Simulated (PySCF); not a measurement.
Gas-phase reaction: GaH3 + Cl ⇌ GaH2Cl + H, at 2500 K and a standard pressure of 1 bar. Level: ωB97X-V/def2-TZVP†.

Computed with PySCF and rigid-rotor harmonic-oscillator thermochemistry at 1 bar. † marks an energy on the PBE0/def2-TZVP geometry and frequencies. Open shells (unrestricted): Cl (multiplicity 2, electronic degeneracy 6), H (multiplicity 2); the rest are closed-shell singlets. Spin-orbit splitting is ignored; it lowers the true energy and changes the entropy of Cl. Ga: all electrons, no relativistic terms. GaH3, GaH2Cl: computed as isolated molecules; such fragments, hydroxides, amides, oligomers or adducts are transient or little studied in the gas. The harmonic model lacks anharmonicity and excited electronic states, which grow with temperature; levels with a mode under 35 cm⁻¹ are left out.

```csv
species,E (Ha),H(2500 K) − E (kJ/mol),S°(2500 K) (J/mol/K)
GaH3,-1926.44265,215.4,355.1
Cl,-460.07935,52.0,212.5
GaH2Cl,-2386.06162,213.2,412.3
H,-0.50052,52.0,158.9
```
E: electronic energy; H − E holds the zero-point and thermal terms. 1 Ha = 2625.5 kJ/mol.

Problem. Work out ΔH°, ΔS°, ΔG° and log10 K from these numbers.

Solution. 1. ΔE = 1×(-2386.06162) + 1×(-0.50052) − 1×(-1926.44265) − 1×(-460.07935) = -0.04014 Ha = -105.4 kJ.
2. Δ(H − E) = 1×(213.2) + 1×(52.0) − 1×(215.4) − 1×(52.0) = -2.2 kJ, so ΔH° = -107.6 kJ.
3. ΔS° = 1×(412.3) + 1×(158.9) − 1×(355.1) − 1×(212.5) = 3.6 J/K; the number of gas molecules stays the same.
4. ΔG° = ΔH° − TΔS° = -107.6 − 2500×(3.6)/1000 = -116.6 kJ.
5. log10 K = −ΔG°/(RT ln 10) = 2.44, with RT ln 10 = 47.86 kJ/mol; at standard pressures the products are favoured.
6. A shift of 10 kJ in ΔE would move log10 K by 0.21 here.
For scale, ΔH°(298 K) is -115 kJ at this level, -117 kJ at ωB97M-V/def2-TZVP†, and runs from -147 to -81 kJ over the 20 levels computed.
